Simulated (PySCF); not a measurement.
SMILES [MgH][GeH3], singlet (PBE0/def2-SVP optimised geometry):

```
6

Mg    -0.755     0.049     0.000
H     -2.460     0.049     0.000
Ge     1.837     0.049     0.000
H      2.460     0.147     1.416
H      2.460    -1.226    -0.623
H      2.460     1.226    -0.793
```

Computed with PBE0/def2-TZVP (PySCF 2.14.0).

### Question
What are the frontier orbital energies and the dipole moment?

### Answer
HOMO-2 -9.07 eV, HOMO-1 -8.41 eV, HOMO -6.85 eV, LUMO -0.97 eV, LUMO+1 -0.97 eV; dipole moment 0.71 D.

Meta-Löwdin charges at PBE0/def2-TZVP: Mg1 1.07, H2 -0.49, Ge3 -0.45, H4 -0.04, H5 -0.04, H6 -0.04.
